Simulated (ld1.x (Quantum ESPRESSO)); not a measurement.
# How hard is this H PAW potential?

ld1.x (Quantum ESPRESSO) 7.5 input, shortened:

```
&input
   title='H', zed=1., rel=0, dft='PBESOL', iswitch=3,
   config='1s1 2p-2'
 /
 &inputp
   pseudotype=3, lpaw=.true., tm=.true., lloc=-2, rcloc=1.20,
   nlcc=.false.,
   which_augfun='BESSEL', rmatch_augfun=0.80
 /
3
1S  1  0   1.00   0.00  1.15  1.50  0.0
1S  1  0   0.00   1.60  1.15  1.50  0.0
2P  2  1  -2.00  -0.05  1.25  1.45  0.0
 &test
   configts(1)='1s1'
 /
```

The pseudo-atom Hamiltonian at the reference potential is diagonalised in spherical Bessel functions j_l(qr) that vanish at 20 bohr, with q² up to the cutoff. All-electron valence levels (Ry): 1s -0.4654.

Task: How do the lowest levels (Ry) of each channel move with the cutoff, and are there ghosts?

Result:

```json
{"cutoff (Ry)": "8", "s #1": "-0.4490", "s #2": "0.0121", "p #1": "0.0306", "p #2": "0.1024", "d #1": "0.0772", "d #2": "0.1852", "f #1": "0.1193", "f #2": "0.2590", "Σ f·Δε (mRy)": "16.4"}
{"cutoff (Ry)": "10", "s #1": "-0.4568", "s #2": "0.0117", "p #1": "0.0306", "p #2": "0.1023", "d #1": "0.0772", "d #2": "0.1852", "f #1": "0.1193", "f #2": "0.2590", "Σ f·Δε (mRy)": "8.6"}
{"cutoff (Ry)": "12", "s #1": "-0.4612", "s #2": "0.0114", "p #1": "0.0306", "p #2": "0.1023", "d #1": "0.0772", "d #2": "0.1852", "f #1": "0.1193", "f #2": "0.2590", "Σ f·Δε (mRy)": "4.2"}
{"cutoff (Ry)": "15", "s #1": "-0.4635", "s #2": "0.0113", "p #1": "0.0306", "p #2": "0.1023", "d #1": "0.0772", "d #2": "0.1852", "f #1": "0.1193", "f #2": "0.2590", "Σ f·Δε (mRy)": "1.8"}
{"cutoff (Ry)": "18", "s #1": "-0.4650", "s #2": "0.0112", "p #1": "0.0305", "p #2": "0.1023", "d #1": "0.0772", "d #2": "0.1852", "f #1": "0.1193", "f #2": "0.2590", "Σ f·Δε (mRy)": "0.4"}
{"cutoff (Ry)": "21", "s #1": "-0.4652", "s #2": "0.0112", "p #1": "0.0305", "p #2": "0.1023", "d #1": "0.0772", "d #2": "0.1852", "f #1": "0.1193", "f #2": "0.2590", "Σ f·Δε (mRy)": "0.1"}
{"cutoff (Ry)": "25", "s #1": "-0.4653", "s #2": "0.0112", "p #1": "0.0305", "p #2": "0.1023", "d #1": "0.0772", "d #2": "0.1852", "f #1": "0.1193", "f #2": "0.2590", "Σ f·Δε (mRy)": "0.0"}
{"cutoff (Ry)": "400", "s #1": "-0.4654", "s #2": "0.0112", "p #1": "0.0305", "p #2": "0.1023", "d #1": "0.0772", "d #2": "0.1852", "f #1": "0.1193", "f #2": "0.2590", "Σ f·Δε (mRy)": "0.0"}
```

Result: no extra level below or beside the all-electron valence levels (s, p, d, f tested); 10 mRy is reached at 10 Ry and 1 mRy at 18 Ry.
